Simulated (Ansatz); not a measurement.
Born–Oppenheimer molecular dynamics of C2H7Ga (10 atoms, charge 0, multiplicity 1). It starts from a relaxed structure.

Method: Ansatz, RKS PBE/def2-SVP.

| Property | Result |
| --- | --- |
| ensemble | NVT, Nosé–Hoover chain |
| time step | 0.5 fs |
| steps asked | 150 |
| set temperature | 500 K |
| thermostat | time constant 3 fs, chain length 1 |
| seed | 214950 |

First frame:

```xyz
10
Properties=species:S:1:pos:R:3
Ga -0.149 -0.004 -0.050
C -0.117 0.108 1.935
H -1.172 -0.008 2.273
H 0.384 -0.823 2.287
C 0.531 1.353 2.550
H 0.513 1.332 3.662
H 1.593 1.461 2.244
H 0.016 2.286 2.236
H 0.513 1.131 -0.947
H -0.842 -1.246 -0.760
```

Task: How far do the bonds stretch over the last three quarters of this one trajectory? (Pairs bonded in most of those frames.)

Result: 
| bond | mean (Å) | spread (Å) | shortest | longest |
| --- | --- | --- | --- | --- |
| Ga1–C2 | 2.022 | 0.087 | 1.84 | 2.13 |
| Ga1–H9 | 1.619 | 0.081 | 1.50 | 1.77 |
| Ga1–H10 | 1.604 | 0.028 | 1.56 | 1.67 |
| C2–H3 | 1.119 | 0.014 | 1.10 | 1.15 |
| C2–H4 | 1.111 | 0.013 | 1.09 | 1.14 |
| C2–C5 | 1.544 | 0.010 | 1.53 | 1.56 |
| C5–H6 | 1.114 | 0.030 | 1.06 | 1.16 |
| C5–H7 | 1.113 | 0.023 | 1.07 | 1.15 |
| C5–H8 | 1.113 | 0.012 | 1.09 | 1.13 |

Mean temperature of the second half: 486 K. The conserved energy stayed within 0.23 meV per atom of its start (net change 0.06 meV per atom), so the integration is sound. A run of 0.075 ps of so small a system gives no equilibrium averages.

Time of the run: 3.7 min on 1 thread of Intel(R) Xeon(R) 6975P-C (Granite Rapids), with other jobs on the host, peak memory 0.14 GiB.
